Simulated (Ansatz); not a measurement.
Isolated molecules relaxed with PBE0-D4/def2-TZVP in Ansatz; ΔE leaves out vibrations. CCSD(T)/CBS adds triple-zeta CCSD(T) − MP2 to the extrapolated MP2 energy (def2 sets, frozen cores). This one scheme is used for every species, atoms too. DFT in def2-TZVPP. B3LYP here is the variant with VWN-RPA as its local correlation; programs differ in this. Open shells (•) are unrestricted, without spin–orbit coupling. Spin–orbit coupling would lower the free atoms: a little for B, C, F, O. Each species was taken in one conformer, which may not be the lowest.

Reaction (atomization): `FCB1N=CO1` → B• + 2 C• + F• + 3 H• + N• + O•

```json
{"level": "B3LYP-D4", "ΔE (kcal/mol)": "918.4"}
{"level": "HF/def2-QZVPP", "ΔE (kcal/mol)": "629.7"}
```

**Question.** What does CCSD(T)/CBS give? (Best estimate.)

**Answer.** The calculation gave: +913.4 kcal/mol. The listed levels differ from it by 5.0, -283.7 kcal/mol.

Largest T1 diagnostic among the species: 0.014.

In def2-TZVPP, CCSD(T) changes the Hartree–Fock value by +258.2 kcal/mol (the triples alone add +20.2 kcal/mol) and MP2 by +292.9 kcal/mol; breaking electron pairs costs correlation energy, which Hartree–Fock lacks. The D4 term adds +5.9 kcal/mol with B3LYP and +3.1 kcal/mol with PBE0; it sums over pairs of atoms, weighted by their polarisabilities, and B3LYP, whose exchange is more repulsive, gets the larger term. From PBE to PBE0 (25 % exact exchange), in def2-TZVPP and without D4, ΔE moves by −31.7 kcal/mol: exact exchange takes away binding that semilocal exchange gives to molecules.

For atomizations the MP2-based limit and the directly extrapolated one differ by several kJ/mol either way, and by 10 to 25 for some Ge, Se and Sn compounds, so smaller differences from it don't rank the levels.
